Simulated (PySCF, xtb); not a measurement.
CdF₂, SMILES [F][Cd][F].

xtb with GFN2-xTB at its own geometry gives an orbital gap of 3.00 eV and a dipole moment of 4.95 D.

The structure is a stationary point at PBE0-D3(BJ)/def2-TZVP. The def2 effective core potentials stand for the cores of Cd; spin–orbit coupling is left out.

What does r2SCAN/def2-TZVPD in PySCF give? (Estimate from the structure and the level; the computed values follow.)

gap 5.50 eV (levels -8.65 and -3.15 eV), dipole 0.00 D.
